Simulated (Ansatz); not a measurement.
Born–Oppenheimer molecular dynamics of AlH$_{7}$OSn (10 atoms, charge 0, multiplicity 1). It starts at the highest image of a converged band. Of that band: Neighbouring images differ by up to 1.4 eV, so the band resolves the path poorly. A vibrational analysis at the climbing image gives one clearly imaginary mode, 1305i cm⁻¹: a first-order saddle point.

The calculation used RKS PBE0/def2-SVP in Ansatz 0.2.0.

```
ensemble                      : NVE (velocity Verlet)
time step                     : 0.5 fs
steps asked                   : 200
starting velocities drawn for : 100 K
seed                          : 6912
```

First frame:

```xyz
10
Properties=species:S:1:pos:R:3
Sn -0.023 0.145 -0.198
H -0.083 -1.101 1.482
H 0.865 1.261 0.752
H -0.888 1.047 -1.392
H 0.881 -1.066 -1.000
O -1.951 -0.559 0.552
Al -3.659 -0.750 0.355
H -4.348 -1.915 1.176
H -4.430 0.230 -0.622
H -1.098 -1.030 1.262
```

Question: How far do the bonds stretch over the last three quarters of this one trajectory? (Pairs bonded in most of those frames.)

Answer: 
```csv
bond,mean (Å),spread (Å),shortest,longest
Sn1–H3,1.715,0.005,1.71,1.72
Sn1–H4,1.717,0.013,1.69,1.74
Sn1–H5,1.722,0.037,1.66,1.77
Sn1–O6,1.989,0.105,1.84,2.15
H2–H10,0.761,0.011,0.74,0.78
O6–Al7,1.700,0.062,1.60,1.81
Al7–H8,1.589,0.016,1.56,1.62
Al7–H9,1.590,0.005,1.58,1.60
```

Mean temperature of the second half: 999 K. The conserved energy stayed within 0.036 meV per atom of its start (net change 0.026 meV per atom), so the integration is sound. The kinetic energy rose, since the run started high on the potential surface and went downhill. It ends in pieces (AlH5OSn + H2), so much of that is their flight and rotation, not heat. A run of 0.1 ps of so small a system gives no equilibrium averages. The orbitals stay closed-shell, which can raise the energy where a bond breaks towards radicals; this wasn't checked here.

Run time: 7.6 min on 2 threads of Arm Neoverse V1 (shared host), peak memory 0.2 GiB.
